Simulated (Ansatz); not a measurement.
The same path of Cl3H2InS (7 atoms, charge 0, multiplicity 1) was run 3 times with different band settings. Lost on the way: S5–H7. Made: Cl2–H7.

The calculation used RKS PBE/def2-SVP in Ansatz.

Relaxed end points:

```xyz
7
Properties=species:S:1:pos:R:3
In 0.100 -0.100 0.080
Cl -0.074 0.467 2.386
Cl 2.099 0.412 -1.061
Cl -1.937 -0.255 -1.119
S 0.293 -2.815 0.697
H -1.051 -2.932 0.482
H 0.113 -2.397 1.988
```

```xyz
7
Properties=species:S:1:pos:R:3
In 0.124 -0.596 -0.282
Cl -0.044 -0.139 2.482
Cl 2.072 0.538 -0.955
Cl -1.988 0.040 -1.118
S 0.315 -2.899 0.640
H -1.031 -3.092 0.513
H 0.096 -1.474 2.173
```

Common settings: spring 5.0 eV/Å²; optimiser quadratic models (default); start path through a guess of the saddle point; force threshold 0.03 eV/Å; end points relaxed.

| run | movable images | climbing image | iteration limit |
| --- | --- | --- | --- |
| 1 | 7 | yes | 60 |
| 2 | 7 | yes | 3 |
| 3 | 3 | no | 60 |

(1) What does each run give, and how far can it be trusted?

Results:

(1) Run 1: converged after 10 iterations, highest image 0.431 eV above the first end. The top lies less than 8 meV above the higher end, about what the thresholds resolve: that end is a shoulder or a very shallow well. A vibrational analysis at the climbing image gives one clearly imaginary mode, 93i cm⁻¹: a first-order saddle point.
Run 2: not converged after 3 iterations, highest image 0.633 eV above the first end. The band didn't meet its force threshold, so its energies are provisional: the largest band force was still 0.95 eV/Å, and over the last iterations the top moved between 0.63 and 1.78 eV.
Run 3: converged after 9 iterations, highest image 0.430 eV above the first end. The highest image is an end point: on this band no image between the ends rises above it. So few images can step over the top or miss a turn of the path.
The orbitals stay closed-shell, which can raise the energy where a bond breaks towards radicals; this wasn't checked here.
